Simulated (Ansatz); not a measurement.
Computed with Ansatz on PBE0-D4/def2-TZVP structures; ΔE is electronic, products minus reactants. CBS: MP2 limit from def2 TZ/QZ plus the TZ coupled-cluster correction, frozen cores. DFT in def2-TZVPP. B3LYP here is the variant with VWN-RPA as its local correlation; programs differ in this. Each species was taken in one conformer, which may not be the lowest.

`C[SiH2]OCO` + `OCB(F)S` → `C[SiH2]B(F)S` + `OCOCO`  (formal exchange of groups at the Si–O bond)

CCSD(T)/CBS gives +35.9 kcal/mol.

Task: Another level gave +31.2 kcal/mol. Which?
A. PBE0-D4/def2-TZVPP
B. B3LYP/def2-TZVPP
C. ωB97X-V/def2-TZVPP
D. PBE-D4/def2-TZVPP

Result: D. PBE-D4 31.2, ωB97X-V 34.7, PBE0-D4 33.2, B3LYP 35.9 kcal/mol.

Largest T1 diagnostic among the species: 0.013.

From PBE to PBE0 (25 % exact exchange), in def2-TZVPP and without D4, ΔE moves by +2.0 kcal/mol. In def2-TZVPP, CCSD(T) changes the Hartree–Fock value by −4.4 kcal/mol (the triples alone add −1.1 kcal/mol) and MP2 by −2.2 kcal/mol.
